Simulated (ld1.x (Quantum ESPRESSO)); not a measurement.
## Transferability test, TM potential for iron

ld1.x (Quantum ESPRESSO) 7.5 input, shortened:

```
&input
   title='Fe', zed=26., rel=1, dft='PBE', iswitch=3,
   config='[Ar] 3d6 4s0 4p0'
 /
 &inputp
   pseudotype=2, tm=.true., lloc=2,
   nlcc=.true., new_core_ps=.true., rcore=0.65
 /
3
4S  1  0   0.00   0.00  1.95  1.95  0.0
4P  2  1   0.00   0.00  2.60  2.60  0.0
3D  3  2   6.00   0.00  1.00  1.00  0.0
 &test
   configts(1)='3d6 4s0 4p0'
 /
```

Energies are relative to the spin-unpolarised reference configuration 3d6 4s0 4p0; without spin polarisation the order of configurations can differ from experiment.

```json
{"valence configuration": "3d6 4s2 4p0", "charge": "0", "ΔE all-electron (eV)": "-24.932", "error AE − PS (meV)": "-25"}
{"valence configuration": "3d6 4s1 4p0", "charge": "+1", "ΔE all-electron (eV)": "-16.203", "error AE − PS (meV)": "-11"}
{"valence configuration": "3d5 4s0 4p0", "charge": "+3", "ΔE all-electron (eV)": "34.223", "error AE − PS (meV)": "-298"}
{"valence configuration": "3d6.5 4s1.5 4p0", "charge": "0", "ΔE all-electron (eV)": "-25.659", "error AE − PS (meV)": "+12"}
{"valence configuration": "3d4 4s0 4p0", "charge": "+4", "ΔE all-electron (eV)": "87.313", "error AE − PS (meV)": "-1638"}
{"valence configuration": "3d6 4s0 4p1", "charge": "+1", "ΔE all-electron (eV)": "-11.149", "error AE − PS (meV)": "-3.8"}
```

Task: What are ΔE and the potential's error for 3d6 4s1.5 4p0?

Result: ΔE = -21.448 eV all-electron; the error (AE − PS) is -19 meV.

Levels in the configuration 3d6 4s2 4p0:

```json
{"level": "3d", "all-electron (eV)": "-7.505", "pseudo (eV)": "-7.674"}
{"level": "4s", "all-electron (eV)": "-5.292", "pseudo (eV)": "-5.279"}
```

Note: ghost states, extra bound levels that the all-electron valence spectrum of the same l lacks: s at -438.3 eV, p at -197.2 eV. A true bound ghost makes a file unfit for plane-wave use.
